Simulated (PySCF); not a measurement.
tert-butylthiol (C4H10S), SMILES CC(S)(C)C. Atoms are numbered in the order given.

```xyz
15

C      0.7205    -0.8373    -1.2561
C      0.0060    -0.3508     0.0000
C      0.7205    -0.8373     1.2561
C     -1.4498    -0.8121     0.0000
S     -0.0761     1.4958     0.0000
H      0.7329    -1.9401    -1.2849
H      0.2182    -0.4708    -2.1630
H      1.7648    -0.4895    -1.2809
H      0.2182    -0.4708     2.1630
H      0.7329    -1.9401     1.2849
H      1.7648    -0.4895     1.2809
H     -1.9828    -0.4501     0.8922
H     -1.9828    -0.4501    -0.8922
H     -1.4910    -1.9129     0.0000
H      1.2587     1.7059     0.0000
```

Geometry optimised at PBE0-D3(BJ)/def2-SVP. One conformer was computed; it need not be the lowest.

Method: PySCF 2.14.0 with PBE0-D3(BJ)/def2-SVP.

Frequencies are harmonic and unscaled.

```csv
mode,ν (cm⁻¹),IR (km/mol),moving atoms (share of kinetic energy)
1,210,10.1,H 98 %
2,259,8.4,H 95 %
3,285,0.2,H 94 %
4,286,0.8,"H 50 %, C 34 %, S 16 %"
5,300,0.2,"H 79 %, C 19 %"
6,304,2.3,"C 47 %, H 37 %, S 16 %"
7,369,0.5,"S 37 %, C 32 %, H 30 %"
8,397,0.9,"C 57 %, H 41 %"
9,403,0.7,"C 58 %, H 37 %"
10,606,3.2,"C 54 %, H 23 %, S 23 %"
11,846,0.8,"C 60 %, H 38 %"
12,881,3.4,"H 85 %, C 12 %"
13,941,0.4,"H 64 %, C 36 %"
14,950,0.6,"H 62 %, C 38 %"
15,955,0.0,"H 82 %, C 18 %"
16,1040,0.2,"H 68 %, C 32 %"
17,1049,2.2,"H 71 %, C 28 %"
18,1193,38.9,"C 57 %, H 43 %"
19,1253,3.8,"C 67 %, H 33 %"
20,1265,0.4,"C 65 %, H 35 %"
21,1381,13.9,"H 72 %, C 28 %"
22,1381,15.1,"H 73 %, C 27 %"
23,1404,2.3,"H 79 %, C 21 %"
24,1442,0.0,H 96 %
25,1450,0.2,H 97 %
26,1455,0.2,H 97 %
27,1469,10.4,H 94 %
28,1471,8.4,H 94 %
29,1485,9.0,H 95 %
30,2707,7.0,H 97 %
31,3042,15.8,H 97 %
32,3046,26.7,H 97 %
33,3053,16.0,H 97 %
34,3134,0.3,"H 91 %, C 9 %"
35,3138,32.6,"H 91 %, C 9 %"
36,3149,15.4,"H 91 %, C 9 %"
37,3157,6.2,"H 90 %, C 10 %"
38,3162,11.7,"H 90 %, C 10 %"
39,3163,16.5,"H 91 %, C 9 %"
```
